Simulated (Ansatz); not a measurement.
Geometry optimisation of the cluster W4Se8⁺.

```yaml
crystal:
  periodic: [false, false, false]
  atoms:
    - {symbol: W, position_ang: [-0.328600, 0.939320, 1.078880]}
    - {symbol: W, position_ang: [-0.047400, 0.283520, -1.357850]}
    - {symbol: W, position_ang: [2.127070, -0.846560, -0.068860]}
    - {symbol: W, position_ang: [-2.537440, 0.976330, -0.522250]}
    - {symbol: Se, position_ang: [-3.933220, 2.797350, -0.816870]}
    - {symbol: Se, position_ang: [2.087040, 0.747460, 2.045810]}
    - {symbol: Se, position_ang: [4.176570, -1.778230, -0.514590]}
    - {symbol: Se, position_ang: [0.400980, -2.261620, -1.064780]}
    - {symbol: Se, position_ang: [1.970100, -1.562410, 2.347700]}
    - {symbol: Se, position_ang: [2.333650, 1.140010, -1.601460]}
    - {symbol: Se, position_ang: [-3.625760, -0.862890, -1.453320]}
    - {symbol: Se, position_ang: [-2.623000, 0.427730, 1.927610]}
basis:
  gaussian: {orbitals: def2-SVP}
total_charge: 1
magnetization: {spin_polarized: true, initial_magnetization: 1}
hamiltonian: {xc: pbe, dispersion: d4}
scf: {lower_state_search: "off"}
output: {orbitals: {seedname: orbitals}}
relax: {f_tol: 0.03, max_steps: 70}
```

```sh
$ ansatz run in.yaml --threads 2 --pin off --events-out ev --progress --plain --max-ram 32768MiB --backend cuda --devices 0, --max-vram 18GiB
```

Output, abridged:

```
Functional definition: PBE
mean field -529968.66749097 eV, -19475.9893046283 hartree, gradient 7.2e-6 eV, S^2 1.081129; 0 other end points of the search recorded, 0 dependent functions left out
relax step   1: F+E_penalty+E_count = -529970.25143035 eV  Δ(F+E_penalty+E_count) = +0.000e0 eV  max|allowed force component| = 2.047e0 eV/Å  Δτ_max = 0.0000 Å  (66 SCF iters, accepted)
mean field -529969.46350272 eV, -19476.0185575206 hartree, gradient 2.0e-6 eV, S^2 0.819932; 0 other end points of the search recorded, 0 dependent functions left out
relax step   2: F+E_penalty+E_count = -529971.06501688 eV  Δ(F+E_penalty+E_count) = -8.136e-1 eV  max|allowed force component| = 1.041e0 eV/Å  Δτ_max = 0.1947 Å  (59 SCF iters, accepted)
mean field -529969.84582914 eV, -19476.0326077572 hartree, gradient 2.5e-6 eV, S^2 0.815175; 0 other end points of the search recorded, 0 dependent functions left out
relax step   3: F+E_penalty+E_count = -529971.45482239 eV  Δ(F+E_penalty+E_count) = -3.898e-1 eV  max|allowed force component| = 5.154e-1 eV/Å  Δτ_max = 0.1954 Å  (55 SCF iters, accepted)
mean field -529970.23277304 eV, -19476.0468276833 hartree, gradient 3.0e-6 eV, S^2 0.799716; 0 other end points of the search recorded, 0 dependent functions left out
relax step   4: F+E_penalty+E_count = -529971.84928390 eV  Δ(F+E_penalty+E_count) = -3.945e-1 eV  max|allowed force component| = 5.426e-1 eV/Å  Δτ_max = 0.1965 Å  (50 SCF iters, accepted)
mean field -529970.63325002 eV, -19476.0615449407 hartree, gradient 9.4e-6 eV, S^2 0.783016; 0 other end points of the search recorded, 0 dependent functions left out
relax step   5: F+E_penalty+E_count = -529972.23107322 eV  Δ(F+E_penalty+E_count) = -3.818e-1 eV  max|allowed force component| = 9.062e-1 eV/Å  Δτ_max = 0.1995 Å  (46 SCF iters, accepted)
mean field -529970.79464014 eV, -19476.0674759184 hartree, gradient 2.4e-6 eV, S^2 0.783478; 0 other end points of the search recorded, 0 dependent functions left out
relax step   6: F+E_penalty+E_count = -529972.42121952 eV  Δ(F+E_penalty+E_count) = -1.901e-1 eV  max|allowed force component| = 9.726e-1 eV/Å  Δτ_max = 0.1963 Å  (51 SCF iters, accepted)
mean field -529971.00953584 eV, -19476.0753731898 hartree, gradient 1.8e-6 eV, S^2 0.781530; 0 other end points of the search recorded, 0 dependent functions left out
relax step   7: F+E_penalty+E_count = -529972.64056884 eV  Δ(F+E_penalty+E_count) = -2.193e-1 eV  max|allowed force component| = 7.394e-1 eV/Å  Δτ_max = 0.2000 Å  (48 SCF iters, accepted)
mean field -529971.17248407 eV, -19476.0813614267 hartree, gradient 2.9e-6 eV, S^2 0.784726; 0 other end points of the search recorded, 0 dependent functions left out
relax step   8: F+E_penalty+E_count = -529972.81125614 eV  Δ(F+E_penalty+E_count) = -1.707e-1 eV  max|allowed force component| = 4.348e-1 eV/Å  Δτ_max = 0.1953 Å  (42 SCF iters, accepted)
mean field -529971.27733966 eV, -19476.0852147984 hartree, gradient 3.0e-6 eV, S^2 0.785084; 0 other end points of the search recorded, 0 dependent functions left out
relax step   9: F+E_penalty+E_count = -529972.91874968 eV  Δ(F+E_penalty+E_count) = -1.075e-1 eV  max|allowed force component| = 2.988e-1 eV/Å  Δτ_max = 0.1998 Å  (42 SCF iters, accepted)
mean field -529971.36190100 eV, -19476.0883223704 hartree, gradient 2.8e-6 eV, S^2 0.787141; 0 other end points of the search recorded, 0 dependent functions left out
relax step  10: F+E_penalty+E_count = -529973.00575937 eV  Δ(F+E_penalty+E_count) = -8.701e-2 eV  max|allowed force component| = 3.343e-1 eV/Å  Δτ_max = 0.1959 Å  (42 SCF iters, accepted)
mean field -529971.44459246 eV, -19476.0913612255 hartree, gradient 7.9e-6 eV, S^2 0.787135; 0 other end points of the search recorded, 0 dependent functions left out
relax step  11: F+E_penalty+E_count = -529973.09723194 eV  Δ(F+E_penalty+E_count) = -9.147e-2 eV  max|allowed force component| = 5.098e-1 eV/Å  Δτ_max = 0.1961 Å  (38 SCF iters, accepted)
mean field -529971.52598583 eV, -19476.0943523769 hartree, gradient 6.2e-6 eV, S^2 0.787033; 0 other end points of the search recorded, 0 dependent functions left out
relax step  12: F+E_penalty+E_count = -529973.18813857 eV  Δ(F+E_penalty+E_count) = -9.091e-2 eV  max|allowed force component| = 5.247e-1 eV/Å  Δτ_max = 0.1930 Å  (39 SCF iters, accepted)
mean field -529971.61876032 eV, -19476.0977617762 hartree, gradient 5.9e-6 eV, S^2 0.787040; 0 other end points of the search recorded, 0 dependent functions left out
relax step  13: F+E_penalty+E_count = -529973.29010807 eV  Δ(F+E_penalty+E_count) = -1.020e-1 eV  max|allowed force component| = 4.742e-1 eV/Å  Δτ_max = 0.1912 Å  (40 SCF iters, accepted)
mean field -529971.71739378 eV, -19476.1013864892 hartree, gradient 6.0e-6 eV, S^2 0.786700; 0 other end points of the search recorded, 0 dependent functions left out
relax step  14: F+E_penalty+E_count = -529973.39711470 eV  Δ(F+E_penalty+E_count) = -1.070e-1 eV  max|allowed force component| = 3.645e-1 eV/Å  Δτ_max = 0.1918 Å  (40 SCF iters, accepted)
mean field -529971.80035711 eV, -19476.1044353353 hartree, gradient 7.3e-6 eV, S^2 0.786794; 0 other end points of the search recorded, 0 dependent functions left out
relax step  15: F+E_penalty+E_count = -529973.44049538 eV  Δ(F+E_penalty+E_count) = -4.338e-2 eV  max|allowed force component| = 1.388e-1 eV/Å  Δτ_max = 0.1950 Å  (38 SCF iters, accepted)
mean field -529971.86924949 eV, -19476.1069670835 hartree, gradient 2.1e-6 eV, S^2 0.783457; 0 other end points of the search recorded, 0 dependent functions left out
relax step  16: F+E_penalty+E_count = -529973.51025009 eV  Δ(F+E_penalty+E_count) = -6.975e-2 eV  max|allowed force component| = 1.278e-1 eV/Å  Δτ_max = 0.2000 Å  (47 SCF iters, accepted)
mean field -529971.89341269 eV, -19476.1078550649 hartree, gradient 3.0e-6 eV, S^2 0.778598; 0 other end points of the search recorded, 0 dependent functions left out
relax step  17: F+E_penalty+E_count = -529973.53482885 eV  Δ(F+E_penalty+E_count) = -2.458e-2 eV  max|allowed force component| = 2.334e-1 eV/Å  Δτ_max = 0.1952 Å  (41 SCF iters, accepted)
mean field -529971.92839783 eV, -19476.1091407449 hartree, gradient 2.4e-6 eV, S^2 0.778131; 0 other end points of the search recorded, 0 dependent functions left out
relax step  18: F+E_penalty+E_count = -529973.56249309 eV  Δ(F+E_penalty+E_count) = -2.766e-2 eV  max|allowed force component| = 2.350e-1 eV/Å  Δτ_max = 0.1954 Å  (43 SCF iters, accepted)
mean field -529971.93427401 eV, -19476.1093566908 hartree, gradient 9.3e-6 eV, S^2 0.774485; 0 other end points of the search recorded, 0 dependent functions left out
relax step  19: F+E_penalty+E_count = -529973.57734156 eV  Δ(F+E_penalty+E_count) = -1.485e-2 eV  max|allowed force component| = 1.894e-1 eV/Å  Δτ_max = 0.0749 Å  (40 SCF iters, accepted)
mean field -529971.93902446 eV, -19476.1095312664 hartree, gradient 8.0e-6 eV, S^2 0.773164; 0 other end points of the search recorded, 0 dependent functions left out
[...]
mean field -529972.18606168 eV, -19476.1186097170 hartree, gradient 7.1e-6 eV, S^2 0.756544; 0 other end points of the search recorded, 0 dependent functions left out
relax step  31: F+E_penalty+E_count = -529973.89283966 eV  Δ(F+E_penalty+E_count) = -7.337e-3 eV  max|allowed force component| = 1.668e-1 eV/Å  Δτ_max = 0.1000 Å  (40 SCF iters, accepted)
mean field -529972.19026581 eV, -19476.1187642157 hartree, gradient 2.9e-6 eV, S^2 0.756444; 0 other end points of the search recorded, 0 dependent functions left out
relax step  32: F+E_penalty+E_count = -529973.89597950 eV  Δ(F+E_penalty+E_count) = -3.140e-3 eV  max|allowed force component| = 4.556e-1 eV/Å  Δτ_max = 0.0497 Å  (34 SCF iters, accepted)
mean field -529972.18536673 eV, -19476.1185841780 hartree, gradient 1.7e-6 eV, S^2 0.756617; 0 other end points of the search recorded, 0 dependent functions left out
relax step  33: F+E_penalty+E_count = -529973.89293851 eV  Δ(F+E_penalty+E_count) = +3.041e-3 eV  max|allowed force component| = 3.056e-1 eV/Å  Δτ_max = 0.0373 Å  (37 SCF iters, rejected (line search))
mean field -529972.18938766 eV, -19476.1187319442 hartree, gradient 6.9e-6 eV, S^2 0.756528; 0 other end points of the search recorded, 0 dependent functions left out
relax step  34: F+E_penalty+E_count = -529973.89805497 eV  Δ(F+E_penalty+E_count) = -2.075e-3 eV  max|allowed force component| = 1.446e-1 eV/Å  Δτ_max = 0.0105 Å  (33 SCF iters, accepted)
mean field -529972.18930144 eV, -19476.1187287757 hartree, gradient 2.4e-6 eV, S^2 0.756507; 0 other end points of the search recorded, 0 dependent functions left out
relax step  35: F+E_penalty+E_count = -529973.89864143 eV  Δ(F+E_penalty+E_count) = -5.865e-4 eV  max|allowed force component| = 9.862e-2 eV/Å  Δτ_max = 0.0094 Å  (34 SCF iters, accepted)
mean field -529972.18873776 eV, -19476.1187080608 hartree, gradient 6.9e-6 eV, S^2 0.756453; 0 other end points of the search recorded, 0 dependent functions left out
relax step  36: F+E_penalty+E_count = -529973.89944034 eV  Δ(F+E_penalty+E_count) = -7.989e-4 eV  max|allowed force component| = 1.393e-1 eV/Å  Δτ_max = 0.0318 Å  (34 SCF iters, accepted)
mean field -529972.18842294 eV, -19476.1186964917 hartree, gradient 2.3e-6 eV, S^2 0.756468; 0 other end points of the search recorded, 0 dependent functions left out
relax step  37: F+E_penalty+E_count = -529973.89977679 eV  Δ(F+E_penalty+E_count) = -3.365e-4 eV  max|allowed force component| = 3.640e-2 eV/Å  Δτ_max = 0.0031 Å  (33 SCF iters, accepted)
mean field -529972.18742592 eV, -19476.1186598516 hartree, gradient 2.7e-6 eV, S^2 0.756477; 0 other end points of the search recorded, 0 dependent functions left out
relax step  38: F+E_penalty+E_count = -529973.90011194 eV  Δ(F+E_penalty+E_count) = -3.351e-4 eV  max|allowed force component| = 3.903e-2 eV/Å  Δτ_max = 0.0141 Å  (34 SCF iters, accepted)
mean field -529972.18654654 eV, -19476.1186275350 hartree, gradient 2.2e-6 eV, S^2 0.756482; 0 other end points of the search recorded, 0 dependent functions left out
relax step  39: F+E_penalty+E_count = -529973.90030673 eV  Δ(F+E_penalty+E_count) = -1.948e-4 eV  max|allowed force component| = 5.127e-2 eV/Å  Δτ_max = 0.0116 Å  (35 SCF iters, accepted)
mean field -529972.18562024 eV, -19476.1185934943 hartree, gradient 2.4e-6 eV, S^2 0.756484; 0 other end points of the search recorded, 0 dependent functions left out
relax step  40: F+E_penalty+E_count = -529973.90055075 eV  Δ(F+E_penalty+E_count) = -2.440e-4 eV  max|allowed force component| = 5.015e-2 eV/Å  Δτ_max = 0.0130 Å  (34 SCF iters, accepted)
mean field -529972.18431898 eV, -19476.1185456740 hartree, gradient 6.6e-6 eV, S^2 0.756489; 0 other end points of the search recorded, 0 dependent functions left out
relax step  41: F+E_penalty+E_count = -529973.90081224 eV  Δ(F+E_penalty+E_count) = -2.615e-4 eV  max|allowed force component| = 4.523e-2 eV/Å  Δτ_max = 0.0167 Å  (35 SCF iters, accepted)
mean field -529972.18309395 eV, -19476.1185006547 hartree, gradient 6.9e-6 eV, S^2 0.756501; 0 other end points of the search recorded, 0 dependent functions left out
relax step  42: F+E_penalty+E_count = -529973.90099774 eV  Δ(F+E_penalty+E_count) = -1.855e-4 eV  max|allowed force component| = 3.005e-2 eV/Å  Δτ_max = 0.0141 Å  (34 SCF iters, accepted)
mean field -529972.18206471 eV, -19476.1184628310 hartree, gradient 2.3e-6 eV, S^2 0.756517; 0 other end points of the search recorded, 0 dependent functions left out
relax step  43: F+E_penalty+E_count = -529973.90111428 eV  Δ(F+E_penalty+E_count) = -1.165e-4 eV  max|allowed force component| = 2.175e-2 eV/Å  Δτ_max = 0.0105 Å  (35 SCF iters, accepted)
Total energy: -529973.90118453 eV, -19476.1816393191 hartree
Atom 0 at    -0.191343     1.095171     1.070174 Å, force    -0.001261    -0.006537     0.013752 eV/Å
Atom 1 at    -0.376770     0.538582    -1.459861 Å, force     0.020521    -0.017067    -0.014203 eV/Å
Atom 2 at     1.906360    -0.749463    -0.153580 Å, force     0.007871    -0.008114     0.007911 eV/Å
Atom 3 at    -2.474385     0.554813     0.047566 Å, force    -0.001989     0.004229     0.005620 eV/Å
Atom 4 at    -2.521124     1.317503    -2.334676 Å, force    -0.006531     0.000643     0.004088 eV/Å
Atom 5 at     1.096474    -0.472385     2.492400 Å, force    -0.007169     0.021750    -0.001185 eV/Å
Atom 6 at     4.080783    -0.733968    -0.807593 Å, force    -0.014037     0.001745     0.004149 eV/Å
Atom 7 at     0.610970    -1.589968    -2.080157 Å, force    -0.005890     0.008845    -0.001764 eV/Å
Atom 8 at     1.418168    -2.597911     1.374094 Å, force     0.002801    -0.003847    -0.014815 eV/Å
Atom 9 at     1.518159     1.945641    -0.541591 Å, force     0.000488     0.002183     0.001801 eV/Å
Atom 10 at    -2.905904    -1.624648     0.589707 Å, force    -0.000114    -0.000861    -0.000012 eV/Å
Atom 11 at    -2.161398     2.316644     1.803539 Å, force     0.005311    -0.002969    -0.005344 eV/Å
Dipole moment:     0.258256     0.091584     0.127527 e Å
Checks for a lower state left out: stability, starts, cluster_reference, orbital_swaps, neighbouring_geometries, increment
```

Hardware: 2 threads of AMD EPYC 7R13 on a shared host and a share (18 GiB) of an NVIDIA H100 80GB HBM3. Wall time 4.1 min, peak host memory 1.1 GiB.

In the def2 sets W takes a core potential; there is no spin–orbit coupling. The structure comes from a short search, and lower isomers may exist.
